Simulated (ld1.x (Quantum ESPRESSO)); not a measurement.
# Transferability test, PAW potential for chromium (Cr)

```
Element                 : Cr (Z = 24)
Generator               : ld1.x (Quantum ESPRESSO) 7.5
Type                    : PAW
Functional              : BLYP
Relativity              : scalar-relativistic
Frozen core             : [Ar]
Valence charge          : 6
Reference configuration : 3d5 4s1 4p0
Partial waves           : 4s (bound): rcut 2.20, rcutus 2.55 bohr; 4s channel at 0.7 Ry: rcut 2.20, rcutus 2.55 bohr; 4p (bound, empty): rcut 1.95, rcutus 2.75 bohr; 4p channel at 0.5 Ry: rcut 1.95, rcutus 2.75 bohr; 3d (bound): rcut 1.40, rcutus 1.60 bohr; 3d channel at 0.2 Ry: rcut 1.40, rcutus 1.60 bohr; 4f channel at -0.05 Ry: rcut 1.90, rcutus 2.35 bohr; 4f channel at 1.4 Ry: rcut 1.90, rcutus 2.35 bohr
Local potential         : all-electron potential smoothed inside 1.60 bohr (lloc = -2)
Core correction         : Bessel-smoothed model core inside 0.95 bohr
Augmentation charge     : BESSEL, radius 1.45 bohr
```

Energies are relative to the spin-unpolarised reference configuration 3d5 4s1 4p0; without spin polarisation the order of configurations can differ from experiment.

```
valence configuration  charge  ΔE all-electron (eV)  error AE − PS (meV)
          3d5 4s0 4p0      +1                 6.970                 -1.5
          3d3 4s0 4p0      +3                53.807                 -889
          3d6 4s0 4p0       0                 1.771                  -18
          3d4 4s2 4p0       0                -0.126                  -62
        3d5 4s0.5 4p0    +0.5                 2.715                 -0.8
          3d5 4s0 4p1       0                 3.163                 -0.7
```

Problem. What are ΔE and the potential's error for 3d4 4s0 4p0?

Solution. ΔE = 23.059 eV all-electron; the error (AE − PS) is -101 meV.

Levels in the configuration 3d3 4s0 4p0:

| level | all-electron (eV) | pseudo (eV) |
| --- | --- | --- |
| 3d | -39.105 | -40.508 |
